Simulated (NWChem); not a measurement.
System meant: C$_{4}$H$_{2}$ClF; SMILES C(=C(\Cl)C#C)/F

The following NWChem deck was run.

```
start job
memory heap 200 mb stack 900 mb global 1100 mb
geometry units angstroms noautoz
  C      2.413093     0.660686     0.000000
  C      1.247366     0.337413     0.000000
  C     -0.104748    -0.072063     0.000000
  Cl    -0.435275    -1.805829     0.000000
  C     -1.154974     0.761478     0.000000
  F     -0.984197     2.086610     0.000000
  H      3.436169     0.961672     0.000000
  H     -2.192534     0.448092     0.000000
end
basis spherical
  * library def2-svp
end
dft
  xc xpbe96 cpbe96
  iterations 4
  mulliken
end
task dft energy
```

End of the output:

```
    Atom       Charge   Shell Charges
 -----------   ------   -------------------------------------------------------
    1 C    6     6.04   1.97  0.63  0.35  1.84  1.20  0.05
    2 C    6     6.02   1.97  0.63  0.30  1.87  1.17  0.08
    3 C    6     6.19   1.96  0.63  0.31  1.91  1.24  0.12
    4 Cl  17    16.87   2.00  1.96  1.05  0.78  5.82  2.26  2.98  0.04
    5 C    6     5.93   1.96  0.62  0.31  1.83  1.05  0.17
    6 F    9     9.01   1.98  1.01  0.74  3.18  2.10  0.01
    7 H    1     0.96   0.60  0.27  0.08
    8 H    1     0.98   0.64  0.27  0.07

 center of mass
 --------------
 x =  -0.04652233 y =  -0.02257328 z =   0.00000000

 moments of inertia (a.u.)
 ------------------
         756.290195264055           0.000000000000           0.000000000000
           0.000000000000         521.417764984117           0.000000000000
           0.000000000000           0.000000000000        1277.707960248172

     Multipole analysis of the density
     ---------------------------------

     L   x y z        total         alpha         beta         nuclear
     -   - - -        -----         -----         ----         -------
     0   0 0 0     -0.000000    -26.000000    -26.000000     52.000000

     1   1 0 0     -0.074260     -0.037130     -0.037130     -0.000000
     1   0 1 0      0.117576      0.058788      0.058788     -0.000000
     1   0 0 1     -0.000000     -0.000000     -0.000000      0.000000

     2   2 0 0    -24.064678   -155.658841   -155.658841    287.253005
     2   1 1 0      1.595923     -3.753826     -3.753826      9.103574
     2   1 0 1     -0.000000     -0.000000     -0.000000      0.000000
     2   0 2 0    -31.055598   -199.452132   -199.452132    367.848667
     2   0 1 1      0.000000      0.000000      0.000000      0.000000
     2   0 0 2    -30.580264    -15.290132    -15.290132      0.000000

 ------------------------------------------------------------------------
 dft energy failed                                                                                  0
 ------------------------------------------------------------------------
 ------------------------------------------------------------------------
  current input line :
    21: task dft energy
 ------------------------------------------------------------------------
 ------------------------------------------------------------------------
 This type of error is most commonly associated with calculations not reaching convergence criteria
 ------------------------------------------------------------------------
 For more information see the NWChem manual at https://nwchemgit.github.io

0:dft energy failed:Received an Error in Communication
```

Question: Find the fault in this run and fix the input.

Answer: The run did not converge; its last values are not results. Cause: the SCF was allowed too few iterations. This input runs:
```
start job
memory heap 200 mb stack 900 mb global 1100 mb
geometry units angstroms noautoz
  C      2.413093     0.660686     0.000000
  C      1.247366     0.337413     0.000000
  C     -0.104748    -0.072063     0.000000
  Cl    -0.435275    -1.805829     0.000000
  C     -1.154974     0.761478     0.000000
  F     -0.984197     2.086610     0.000000
  H      3.436169     0.961672     0.000000
  H     -2.192534     0.448092     0.000000
end
basis spherical
  * library def2-svp
end
dft
  xc xpbe96 cpbe96
  iterations 150
  mulliken
end
task dft energy
```
It converges to -712.75320 Ha (PBE/def2-SVP).
